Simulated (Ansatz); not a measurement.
F₃H₃Si₂, SMILES `F[Si](F)(F)[SiH3]`, relaxed with RKS PBE-D4/def2-SVP in the Gaussian-basis code of Ansatz from a rough embedded geometry. The force threshold is 0.03 eV/Å; the program also tests the step.

Total charge 0; spin multiplicity 1.

Start:

```xyz
8

F    -0.620    0.782    2.107
Si    0.491    0.336    0.979
F     1.414   -0.847    1.594
F     1.403    1.697    0.720
Si   -0.475   -0.375   -0.996
H    -1.372   -1.571   -0.788
H    -1.356    0.701   -1.598
H     0.515   -0.723   -2.019
```

```csv
step,energy (eV),largest force (eV/Å),largest move (Å)
1,-23932.1145,1.212,0.000
2,-23932.1794,0.754,0.074
3,-23932.1884,0.249,0.054
4,-23932.1958,0.151,0.040
5,-23932.1975,0.021,0.013
```

End:

```xyz
8

F    -0.628    0.746    2.073
Si    0.478    0.344    0.954
F     1.419   -0.808    1.606
F     1.416    1.649    0.721
Si   -0.516   -0.371   -1.029
H    -1.364   -1.575   -0.738
H    -1.367    0.740   -1.573
H     0.562   -0.725   -2.012
```

Run time 7 s (4 threads of a server CPU on a shared host); peak host memory 0.13 GiB.
